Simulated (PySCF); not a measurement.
C4HF2N.
SMILES: `C(#N)C#CC(F)F`

Computed with MP2 and CCSD/aug-cc-pVDZ in PySCF, restricted Hartree–Fock reference, frozen core, non-relativistic, gas phase, PBE0-D3(BJ)/def2-SVP geometry.

E(HF) = -405.33666 Eh.

(1) How large is the problem?

(2) What are the MP2 and CCSD correlation energies?

(3) What is the T1 diagnostic?

(4) How does correlation change the dipole moment?

Results:

(1) 170 basis functions and 50 electrons; 7 orbitals frozen, which leaves o = 18 correlated occupied and v = 145 virtual orbitals. That is o·v = 2610 singles and o·v(o·v + 1)/2 = 3407355 distinct closed-shell doubles amplitudes before symmetry; the costliest CCSD step grows as o²v⁴ = 1.4 × 10^11.

(2) MP2 -1.0795 Eh and CCSD -1.0923 Eh, which gives totals of -406.41611 and -406.42900 Eh. That is 0.826 eV for each correlated electron at CCSD (2868 kJ/mol in all, 0.269 % of the total energy); MP2 gives 98.8 % of the CCSD value.

(3) 0.0140, below the customary warning level of 0.02. It is the norm of the spatial-orbital singles amplitudes over the root of the number of correlated electrons, so the norm is 0.084.

(4) HF gives 3.06 D and CCSD (unrelaxed density) 2.71 D, a change of -0.35 D.

No triples correction and no basis-set extrapolation were made.

The job also held the EOM ionisation roots. On one thread, x86-64 server, no GPU, on a shared host, this took 8.6 min of wall time.
